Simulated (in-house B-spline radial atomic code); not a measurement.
The tellurium ion Te⁺ is squeezed into an impenetrable sphere of radius R (the orbitals vanish at R). Method: Dirac-Hartree-Fock, average of configuration, Fermi nucleus of rms radius 4.7423 fm. Calculated with an all-electron radial atomic-structure program (B-spline basis).

Energies in eV above the free ion in [Kr] 4d10 5s2 5p3:

```
R (bohr)  highest level (eV)  [Kr] 4d10 5s2 5p3  [Kr] 4d10 5s2 5p2 5f1  [Kr] 4d10 5s1 5p4
    9.67               -17.3          0.0004394                   20.7              10.59
    6.25               -17.1             0.2132                  30.59              10.86
    4.69               -15.6              2.939                  43.92              14.09
    4.52               -15.1              3.897                  46.62               15.2
    3.42               -7.57               24.6                  84.29              38.22
    2.97                1.26              54.21                  125.3              70.14
    2.62                14.5              104.2                  186.7              123.1
    2.24                43.3                226                  323.6              250.3
    1.99                79.4                397                  504.8              426.5
    1.38                 350               2040                   2146               2089
```

Task: Does [Kr] 4d10 5s2 5p2 5f1 fall below [Kr] 4d10 5s2 5p3 under compression?

Result: No, it stays above over the whole range.

Task: Does [Kr] 4d10 5s1 5p4 fall below [Kr] 4d10 5s2 5p3 under compression?

Result: No, it stays above over the whole range.

The highest level is first positive in the row R = 2.97 bohr, pushed up by confinement above the zero of the free ion's potential. Each configuration is held fixed and needn't be the lowest in the sphere.
